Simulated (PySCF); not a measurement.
Job file and geometry (Å, from GFN2-xTB) of an NMR shielding run on `C(/[SiH2]C)=C/C(C)=S`, C5H10SSi, GIAO PBE0/pcSseg-1 NMR shielding, non-relativistic, gas phase (PySCF 2.14.0, density-fitted response routines); density fitting, a coarse starting grid and PySCF grid level 2 are the driver's defaults:

```
$ OMP_NUM_THREADS=1 python probes_run.py task.json out

{"job": {"kind": "nmr", "xc": "PBE0", "basis": "pcSseg-1"}, "charge": 0, "multiplicity": 1}
C      2.627874    -0.132956     0.718547
Si     1.436925    -1.312633    -0.180170
C      0.268018    -0.352311    -1.317510
C     -0.855532     0.309809    -1.004607
C     -1.401549     0.472727     0.314409
C     -2.778993     1.042593     0.406733
S     -0.576539     0.091125     1.677272
H      2.216794     0.866237     0.822952
H      2.845240    -0.501866     1.715466
H      3.568972    -0.054272     0.182380
H      0.714220    -2.244799     0.684789
H      2.225151    -2.130271    -1.124662
H      0.531242    -0.371807    -2.367392
H     -1.447550     0.766672    -1.793394
H     -3.103555     1.099049     1.442069
H     -3.477162     0.422698    -0.157038
H     -2.800554     2.042034    -0.029753
```

Task: Write the output of this run.

Result: 
```
coarse grid: 14880 points
cycle   1  E = -883.5464404376  dE =  6.332e-01  |g| = 4.496e-01  |ddm| = 3.812e+00
cycle   2  E = -883.5067668113  dE =  3.967e-02  |g| = 6.039e-01  |ddm| = 1.108e+00
cycle   3  E = -883.5962490387  dE = -8.948e-02  |g| = 1.611e-01  |ddm| = 7.928e-01
cycle   4  E = -883.6029837962  dE = -6.735e-03  |g| = 3.991e-02  |ddm| = 2.295e-01
cycle   5  E = -883.6034274033  dE = -4.436e-04  |g| = 9.253e-03  |ddm| = 6.700e-02
cycle   6  E = -883.6034521450  dE = -2.474e-05  |g| = 2.116e-03  |ddm| = 1.380e-02
cycle   7  E = -883.6034531725  dE = -1.027e-06  |g| = 5.958e-04  |ddm| = 3.272e-03
final grid: 133432 points
cycle   8  E = -883.6468738688  dE = -2.119e-05  |g| = 9.941e-03  |ddm| = 3.012e-02
cycle   9  E = -883.6468128241  dE =  6.104e-05  |g| = 1.749e-02  |ddm| = 2.942e-02
cycle  10  E = -883.6468984673  dE = -8.564e-05  |g| = 2.704e-03  |ddm| = 2.345e-02
cycle  11  E = -883.6469004821  dE = -2.015e-06  |g| = 2.704e-04  |ddm| = 3.260e-03
cycle  12  E = -883.6469004968  dE = -1.470e-08  |g| = 1.608e-04  |ddm| = 5.209e-04
cycle  13  E = -883.6469005037  dE = -6.891e-09  |g| = 4.779e-05  |ddm| = 2.016e-04
cycle  14  E = -883.6469005043  dE = -5.889e-10  |g| = 1.424e-05  |ddm| = 5.968e-05
converged SCF energy = -883.6469005043

GIAO shielding tensors (ppm)
atom      isotropic    diamagn.    paramagn.     s11        s22        s33       span
  0 C      193.867     252.386     -58.519    185.822    195.244    200.535     14.713
  1 Si     408.668     879.425    -470.757    380.473    398.519    447.012     66.539
  2 C       21.978     260.373    -238.395    -92.417    -15.597    173.948    266.365
  3 C       37.204     255.408    -218.204    -74.944     44.548    142.007    216.951
  4 C      -66.684     261.293    -327.977   -224.955   -114.907    139.812    364.767
  5 C      142.201     247.260    -105.059    119.039    123.500    184.062     65.023
  6 S     -455.419    1060.850   -1516.269  -1733.025   -292.781    659.547   2392.572
  7 H       31.530      32.658      -1.128     26.553     31.171     36.867     10.314
  8 H       31.189      29.731       1.458     26.619     28.679     38.269     11.649
  9 H       31.507      28.736       2.771     26.583     28.101     39.837     13.254
 10 H       27.081      29.716      -2.635     23.903     26.612     30.729      6.826
 11 H       27.186      28.998      -1.812     23.680     25.020     32.858      9.178
 12 H       24.451      31.147      -6.696     21.134     23.902     28.316      7.182
 13 H       23.848      32.917      -9.068     20.757     21.900     28.888      8.131
 14 H       28.436      29.099      -0.663     24.460     29.106     31.742      7.281
 15 H       28.628      28.212       0.416     25.494     27.891     32.501      7.007
 16 H       28.656      28.367       0.289     25.626     27.694     32.648      7.022
```

Task: Turn these shieldings into chemical shifts. Shifts are taken against calculated references (same method and geometry level): TMS for $^{13}$C (186.93 ppm) and $^{29}$Si (349.16 ppm) and $^{1}$H (31.72 ppm); $^{33}$S (503.73 ppm) vs CS2.

Result: Averaging equivalent atoms: C 4: 253.6; C 2: 164.9; C 3: 149.7; C 5: 44.7; C 0: -6.9; Si 1: -59.5; S 6: 959; H 13: 7.87; H 12: 7.27; H 10/11: 4.58; H 14/15/16: 3.14; H 7/8/9: 0.31 ppm. 

Size and cost of the density-fitted run: 183 basis functions, 59 s wall time on 1 thread of an Arm Neoverse N1, shared host; peak memory 0.88 GiB.
